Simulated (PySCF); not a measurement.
Bonds: Cu1-As2 2.240 Å, Cu1-F6 1.756 Å. As2 carries H3, H4, H5.

Geometry: PBE0-D3(BJ)/def2-SVP; GIAO absolute shieldings from PySCF 2.14, gas phase, non-relativistic, averaged over equivalent atoms.

At PBE/pcSseg-1 (pcSseg-2 on Cu) (146 basis functions, 17 s wall time on 1 thread of an x86-64 server CPU, shared host):
```csv
atoms,σ (ppm)
Cu1,850.2
As2,1710.5
H3/H4/H5,27.13
F6,328.2
```

Question: What do these become at PBE0/pcSseg-1 (pcSseg-2 on Cu)?

Answer: 
| atoms | σ at PBE0/pcSseg-1 (pcSseg-2 on Cu) | change |
| --- | --- | --- |
| Cu1 | 1045.5 | +195.3 |
| As2 | 1756.6 | +46.1 |
| H3/H4/H5 | 27.45 | +0.32 |
| F6 | 395.5 | +67.3 |

The largest change is at Cu1 (Cu bonded to As, F). Cost: 146 basis functions, 14 s wall time on 1 thread of an x86-64 server CPU, shared host.

Relativistic effects, spin–orbit coupling among them, are left out; they matter for As and for the light atoms bonded to it.
